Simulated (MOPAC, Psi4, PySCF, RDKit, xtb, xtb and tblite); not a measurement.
Two geometries of SMILES C([Si](C)(C)C)CB, singlet, relaxed at GFN2-xTB with one dihedral held; other torsions can differ between them too.

Structure A

```
22

B      2.6706    -0.2494     0.6804
C      2.3092     0.1859    -0.7763
C      0.8232     0.3773    -1.1099
Si     0.2222     2.1651    -0.7903
C      0.5728     2.6346     1.0258
C      1.1419     3.3770    -1.9470
C     -1.6516     2.2732    -1.1390
H      1.8676    -0.7298     1.3818
H      3.7765    -0.1554     1.0536
H      2.8845     1.0435    -1.1284
H      2.6906    -0.6589    -1.3712
H      0.6545     0.1409    -2.1636
H      0.2291    -0.3354    -0.5392
H      0.3980     3.6903     1.2103
H     -0.0595     2.0736     1.7070
H      1.6044     2.4175     1.2887
H      0.7347     4.3804    -1.8656
H      2.1989     3.4367    -1.7049
H      1.0598     3.0757    -2.9872
H     -2.0263     3.2743    -0.9507
H     -1.8791     2.0284    -2.1718
H     -2.2132     1.5903    -0.5095
```

Structure B

```
22

B     -2.6480    -0.8190     0.4707
C     -1.9911    -0.2889    -0.8440
C     -0.8752     0.7661    -0.7319
Si     0.6465     0.4292    -1.8428
C      0.1135     0.3143    -3.6737
C      1.4606    -1.2184    -1.3217
C      1.9067     1.8467    -1.6362
H     -3.6349    -1.4456     0.4067
H     -2.1434    -0.6491     1.5122
H     -2.7194     0.0310    -1.5916
H     -1.5697    -1.2127    -1.2673
H     -0.5352     0.8154     0.3038
H     -1.2962     1.7482    -0.9492
H      0.9631     0.1141    -4.3197
H     -0.3424     1.2401    -4.0120
H     -0.6089    -0.4814    -3.8302
H      2.3639    -1.4091    -1.8934
H      0.7954    -2.0631    -1.4759
H      1.7344    -1.2080    -0.2710
H      2.7891     1.6795    -2.2460
H      2.2343     1.9387    -0.6054
H      1.4824     2.8014    -1.9308
```

### Question
Which is lower in energy at the level B3LYP-D3(BJ)/def2-SVP // GFN2-xTB in Psi4 1.11, and by how much?

### Answer
A is lower, by 1.49 kcal/mol (dihedral B1–C2–C3–Si4: 90° in A, 135° in B).

E(B) − E(A) in kcal/mol at the other levels, on the same two geometries: GFN2-xTB (xtb and tblite) 1.34; B3LYP/def2-SVP // GFN2-xTB (Psi4) 0.94; PBE/def2-SVP // GFN2-xTB (Psi4) 1.08; PBE-D3(BJ)/def2-SVP // GFN2-xTB (Psi4) 1.39; UFF // GFN2-xTB (RDKit) 2.11; AM1, restricted, heats of formation // GFN2-xTB (MOPAC) 0.86; PM6, restricted, heats of formation // GFN2-xTB (MOPAC) 0.62; GFN1-xTB // GFN2-xTB (xtb) 0.57; restricted B3LYP/6-31G*, spherical d, density fitting // GFN2-xTB (PySCF) 0.72; restricted Hartree-Fock/6-31G*, spherical d, density fitting // GFN2-xTB (PySCF) 0.84; restricted Hartree-Fock/STO-3G // GFN2-xTB (PySCF) 1.15; restricted B3LYP/3-21G, density fitting // GFN2-xTB (PySCF) 1.24.
